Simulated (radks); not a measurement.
Effect of the nuclear size on the rhenium ion Re+, [Xe] 4f14 5d5 6s1. Calculated with a radial shooting solver on a logarithmic mesh with Libxc functionals: Dirac Kohn-Sham, exchange-only LDA, spin-unpolarised, spherical densities, finite nucleus; open shells are shared between the two j in proportion to 2j + 1; Fermi nuclear charge, rms radius 5.3698 fm. The rms radius is varied about that value; shifts are against it.

rms radius (fm) = 4.4247: total energy shift (eV) -21.1; density at nucleus (e/bohr^3) 1.65e+06; 1s1/2 shift (meV) -8520; 2s1/2 shift (meV) -1210; 5p1/2 shift (meV) 0.302; 6s1/2 shift (meV) -1.17; 5d5/2 shift (meV) 0.418; 6p1/2 (empty) shift (meV) 0.126; 7s1/2 (empty) shift (meV) -0.149
rms radius (fm) = 4.9348: total energy shift (eV) -10.0; density at nucleus (e/bohr^3) 1.587e+06; 1s1/2 shift (meV) -4060; 2s1/2 shift (meV) -577; 5p1/2 shift (meV) 0.143; 6s1/2 shift (meV) -0.557; 5d5/2 shift (meV) 0.199; 6p1/2 (empty) shift (meV) 0.060; 7s1/2 (empty) shift (meV) -0.071
rms radius (fm) = 5.3698: total energy shift (eV) 0; density at nucleus (e/bohr^3) 1.54e+06; 1s1/2 shift (meV) 0.000; 2s1/2 shift (meV) 0.000; 5p1/2 shift (meV) 0.000; 6s1/2 shift (meV) 0.000; 5d5/2 shift (meV) 0.000; 6p1/2 (empty) shift (meV) 0.000; 7s1/2 (empty) shift (meV) 0.000
rms radius (fm) = 5.7296: total energy shift (eV) 8.70; density at nucleus (e/bohr^3) 1.505e+06; 1s1/2 shift (meV) 3520; 2s1/2 shift (meV) 500; 5p1/2 shift (meV) -0.124; 6s1/2 shift (meV) 0.484; 5d5/2 shift (meV) -0.173; 6p1/2 (empty) shift (meV) -0.052; 7s1/2 (empty) shift (meV) 0.062
rms radius (fm) = 6.0786: total energy shift (eV) 17.5; density at nucleus (e/bohr^3) 1.474e+06; 1s1/2 shift (meV) 7070; 2s1/2 shift (meV) 1010; 5p1/2 shift (meV) -0.249; 6s1/2 shift (meV) 0.972; 5d5/2 shift (meV) -0.347; 6p1/2 (empty) shift (meV) -0.104; 7s1/2 (empty) shift (meV) 0.124

Slopes of the eigenvalues against <r^2> in GHz/fm^2, as finite differences over the two radii next to the reference (eigenvalue slopes, not the field-shift constants of lines): 1s1/2 216000, 2s1/2 30700, 5p1/2 -7.62, 6s1/2 29.7, 5d5/2 -10.6, 6p1/2 (empty) -3.19, 7s1/2 (empty) 3.78.
